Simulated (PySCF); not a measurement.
Cd(F)(SH) (CdFHS), SMILES [F][Cd][SH]. Atoms are numbered in the order given.

```xyz
4

Cd    -0.0051     0.2999     0.0000
F      0.0186     2.2524     0.0000
S     -0.0744    -2.0321     0.0000
H      1.2656    -2.1518     0.0000
```

Geometry optimised at B3LYP-D3(BJ)/def2-TZVP. The def2 effective core potentials stand for the cores of Cd; spin–orbit coupling is left out. The values are those of a single conformer.

All values below come from B3LYP-D3(BJ)/def2-TZVP (PySCF).

Frequencies are harmonic and unscaled.

Computed vibrational spectrum:
```
mode  ν (cm⁻¹)  IR (km/mol)  Raman (Å⁴/amu)  depolarisation  moving atoms (share of kinetic energy)
----  --------  -----------  --------------  --------------  --------------------------------------
1          107         17.9             0.2            0.71                 F 51 %, Cd 28 %, S 19 %
2          111         16.1             0.5            0.75                 F 51 %, Cd 29 %, S 20 %
3          341          1.9            19.1            0.23                  S 76 %, Cd 13 %, F 8 %
4          573         87.0             7.8            0.30                         F 80 %, Cd 19 %
5          681          2.9             0.3            0.73                                  H 95 %
6         2664          1.0           126.0            0.27                                  H 97 %
```
